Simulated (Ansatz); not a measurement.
System: C2H3Si, charge 0, doublet. C2H3Si (SMILES C#C[SiH2], doublet).
B3LYP-D3(BJ)/def2-TZVP minimum from Ansatz (a program for electronic structure):
```xyz
6

Si    -0.9705    -0.0822    -0.5111
C      0.6280     0.0688     0.3149
C      1.7225     0.2546     0.7965
H     -1.1146    -1.4037    -1.1623
H     -2.0843     0.2060     0.4203
H      2.6823     0.4074     1.2292
```
Charge 0, spin multiplicity 2.

Total energies in hartree (Ansatz). Open shells are spin-unrestricted; no spin-orbit coupling. Correlated methods leave the cores frozen. No relativity. For partners of very few electrons the exact lower level stands in for a higher one. The UHF reference of C2H3Si (C#C[SiH2], doublet) is spin-contaminated (<S^2> up to 0.10 over the pure value in the sets run).

| species | HF/cc-pV(T+d)Z | CCSD(T)/cc-pV(T+d)Z | HF/cc-pV(Q+d)Z | CCSD(T)/cc-pV(Q+d)Z | CCSD(T)/cc-pV(D+d)Z | CCSDT(Q)/cc-pV(D+d)Z |
|---|---|---|---|---|---|---|
| 1: C2H3Si (SMILES C#C[SiH2], doublet) | -366.35981 | -366.80967 | -366.36810 | -366.84114 | -366.70214 | -366.70456 |
| 2: Si (triplet) | -288.85649 | -288.93344 | -288.85845 | -288.93781 | -288.91643 | -288.91690 |
| 3: C (triplet) | -37.69157 | -37.78076 | -37.69331 | -37.78654 | -37.76038 | -37.76071 |
| 4: H (doublet) | -0.49981 | -0.49981 | -0.49995 | -0.49995 | -0.49928 | -0.49928 |

Task: Work out the atomisation energy (electronic, to ground-state atoms) in kJ/mol: take Hartree-Fock from cc-pV(Q+d)Z, extrapolate the CCSD(T) correlation energy as X^-3 (X = 3, 4), and add CCSDT(Q) - CCSD(T) in cc-pV(D+d)Z. 1 hartree = 2625.5 kJ/mol.

Result: 
Species 1: correlation (64·(-0.47304) - 27·(-0.44986))/37 = -0.48996; step -0.00242; E1 = -366.36810 + (-0.48996) + (-0.00242) = -366.86048
Species 2: correlation (64·(-0.07936) - 27·(-0.07695))/37 = -0.08112; step -0.00047; E2 = -288.85845 + (-0.08112) + (-0.00047) = -288.94004
Species 3: correlation (64·(-0.09323) - 27·(-0.08919))/37 = -0.09618; step -0.00033; E3 = -37.69331 + (-0.09618) + (-0.00033) = -37.78982
Species 4: correlation (64·(0.00000) - 27·(0.00000))/37 = 0.00000; step +0.00000; E4 = -0.49995 + (0.00000) + (+0.00000) = -0.49995
-1·E1 +1·E2 +2·E3 +3·E4 = 0.84095 hartree = 2207.9 kJ/mol.
